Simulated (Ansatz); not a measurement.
Geometry optimisation, RKS PBE/cc-pVDZ in Ansatz.

Input:

```yaml
crystal:
  periodic: [false, false, false]
  atoms:
    - { symbol: Mg, position_ang: [-0.81411, 0.805516, -0.585158] }
    - { symbol: C, position_ang: [0.726372, -1.094435, 1.872979] }
    - { symbol: C, position_ang: [-0.735271, 0.161777, -2.571603] }
    - { symbol: H, position_ang: [0.599088, 1.66839, 1.168078] }
    - { symbol: F, position_ang: [-1.518852, 1.210016, 1.171637] }
    - { symbol: H, position_ang: [1.351872, -0.38223, 1.332913] }
    - { symbol: F, position_ang: [0.988035, 1.531942, 0.334438] }
    - { symbol: H, position_ang: [0.569107, -1.994626, 1.247122] }
    - { symbol: H, position_ang: [-0.249055, -0.613831, 2.088691] }
    - { symbol: H, position_ang: [1.221489, -1.392094, 2.815718] }
    - { symbol: H, position_ang: [0.1433, -0.500067, -2.73466] }
    - { symbol: H, position_ang: [-0.64043, 1.012456, -3.28084] }
    - { symbol: H, position_ang: [-1.641546, -0.412814, -2.859415] }
basis:
  gaussian: { orbitals: cc-pVDZ }
hamiltonian:
  xc: pbe
relax:
  f_tol: 0.03
  max_steps: 50
```

Command:

```bash
$ ansatz run input.yaml --threads 2 --pin off --max-ram 3072MiB --backend cpu --events-out ev --progress --plain --runs-dir out
```

Q: Where does it end, and by what steps?

A: The run converged. The force dipped under the threshold on the way, but the program's further checks kept it going. After 18 steps the energy has fallen by 0.593 eV; H10 moved furthest, 0.93 Å. Joined: Mg1–H4.

| step | energy less start (eV) | largest force component (eV/Å) | accepted |
| --- | --- | --- | --- |
| 0 | 0.0000 | 1.431 | yes |
| 1 | -0.2554 | 0.678 | yes |
| 2 | -0.4109 | 0.528 | yes |
| 3 | -0.4807 | 0.460 | yes |
| 4 | -0.4987 | 0.291 | yes |
| 5 | -0.5186 | 0.173 | yes |
| 6 | -0.5275 | 0.178 | yes |
| 7 | -0.5406 | 0.165 | yes |
| 8 | -0.5459 | 0.045 | yes |
| 9 | -0.5494 | 0.138 | yes |
| 10 | -0.5544 | 0.287 | yes |
| 11 | -0.5642 | 0.405 | yes |
| 12 | -0.5777 | 0.414 | yes |
| 13 | -0.5845 | 0.197 | yes |
| 14 | -0.5904 | 0.037 | yes |
| 15 | -0.5921 | 0.042 | yes |
| 16 | -0.5927 | 0.047 | yes |
| 17 | -0.5931 | 0.029 | yes |
| 18 | -0.5933 | 0.023 | yes |

```xyz
13
Properties=species:S:1:pos:R:3
Mg -0.225 0.819 -0.346
C 0.576 -1.129 1.437
C -0.572 -0.125 -2.172
H -0.039 2.120 1.137
F -1.141 1.717 1.167
H 1.371 -0.357 1.381
F 1.001 2.068 0.588
H 0.386 -1.580 0.442
H -0.348 -0.682 1.855
H 0.918 -1.930 2.118
H 0.296 -0.739 -2.500
H -0.767 0.617 -2.978
H -1.456 -0.799 -2.129
```

Whether the end is a true minimum wasn't checked by a vibrational analysis.

The run took 53 s on 2 threads of Arm Neoverse V1, with other jobs on the host, peak memory 0.15 GiB.
